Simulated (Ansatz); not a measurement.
Gas-phase reaction in SMILES: C[SiH2]O[SiH3] + 3 [H][H] (H2) → C (CH4) + O (H2O) + 2 [SiH4] (SiH4)
Structures are relaxed separately at B3LYP-D3(BJ)/def2-TZVP in Ansatz (a quantum-chemistry and plane-wave program), one conformer each, not searched for the lowest.

Quantity: energy of full hydrogenation (electronic energy difference), in eV. Valence correlation only, unless marked. No spin-orbit coupling. No relativistic terms. Basis-set limits of correlation are two-point, X^-3; Hartree-Fock from the larger set.

CCSD(T)/CBS(cc-pV(T+d)Z,cc-pV(Q+d)Z) (Ansatz) gives 1.39 eV.

**Question.** Another calculation gave 1.26 eV. Which level was it?
A) LC-wPBE/def2-TZVPD (Ansatz)
B) revPBE/def2-TZVPD (Ansatz)
C) wB97X-V/def2-TZVPD (Ansatz)

**Answer.** C, wB97X-V/def2-TZVPD (Ansatz). The others give 1.13 (LC-wPBE), 0.95 (revPBE) eV.
